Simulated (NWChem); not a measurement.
ZnH₂O; SMILES [OH][ZnH]

All runs: NWChem. Pople sets run with spherical d functions. Each level has its own optimisation; frequencies are unscaled.

For level Hartree-Fock/6-31G*:

| Property | Value |
|---|---|
| r H–Zn (Å) | 1.551 |
| r H–O (Å) | 0.944 |
| highest harmonic frequency (cm⁻¹) | 4156 |

Q: Estimate the same quantities for level B3LYP/6-31G*.

A: 
| Property | Result |
|---|---|
| r H–Zn (Å) | 1.514 |
| r H–O (Å) | 0.967 |
| highest harmonic frequency (cm⁻¹) | 3807 |
